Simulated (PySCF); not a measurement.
Start geometry of `C=CCn1cc(C)nn1` from GFN2-xTB (Å):
```
atom  x, y, z in Å
C1    -3.1933    0.6418    0.4524
C2    -2.2460    0.3702   -0.4241
C3    -1.4679   -0.9124   -0.4511
N4    -0.0523   -0.6573   -0.4748
C5     0.7040   -0.0458    0.4660
C6     1.9781   -0.0407   -0.0659
C7     3.2472    0.4933    0.4900
N8     1.9096   -0.6380   -1.2753
N9     0.7042   -0.9976   -1.5090
H10   -3.7376    1.5699    0.4325
H11   -3.4731   -0.0606    1.2208
H12   -1.9721    1.0825   -1.1904
H13   -1.6894   -1.4683   -1.3677
H14   -1.7183   -1.5316    0.4165
H15    0.2985    0.3134    1.3882
H16    3.2297    1.5829    0.5005
H17    4.0744    0.1609   -0.1306
H18    3.3954    0.1435    1.5101
```

Task: What comes out of this run: PBE0-D3(BJ)/def2-SVP geometry optimisation, gas phase in PySCF?

Result: 
```
atom  x, y, z in Å
C1    -3.190    0.727    0.287
C2    -2.247    0.505   -0.628
C3    -1.453   -0.759   -0.724
N4    -0.027   -0.513   -0.668
C5     0.683    0.146    0.278
C6     1.991    0.061   -0.161
C7     3.248    0.597    0.427
N8     1.982   -0.636   -1.329
N9     0.773   -0.975   -1.625
H10   -3.759    1.660    0.305
H11   -3.436   -0.021    1.047
H12   -2.014    1.270   -1.378
H13   -1.613   -1.258   -1.692
H14   -1.741   -1.464    0.072
H15    0.216    0.607    1.144
H16    3.310    1.693    0.328
H17    4.104    0.162   -0.106
H18    3.339    0.352    1.495
```

The energy falls by 0.061 eV over 13 energy and gradient evaluations, the largest force component goes from 0.0136 to 2.3e-04 Eh/bohr, and the atoms move by 0.114 Å rms after alignment. Among the bonds, C1–H10, C1–H11 and C5–H15 change most and about equally (+0.017 Å). Bonds longer at the end by more than 0.005 Å: 13 of 18; shorter: 0. Among the dihedrals that turn most is H14–C3–N4–N9, from 122° to 111°. Rotational constants go from 4251, 941.9, 816.4 to 4192, 940.0, 804.4 MHz. The orientation of the end geometry is arbitrary; only internal coordinates are fixed.

The run used 171 basis functions and 85 SCF cycles in all. On Arm Neoverse N1, one thread, shared host, this took 4.7 min of wall time.

No frequency check. The numbers are those of one conformer.
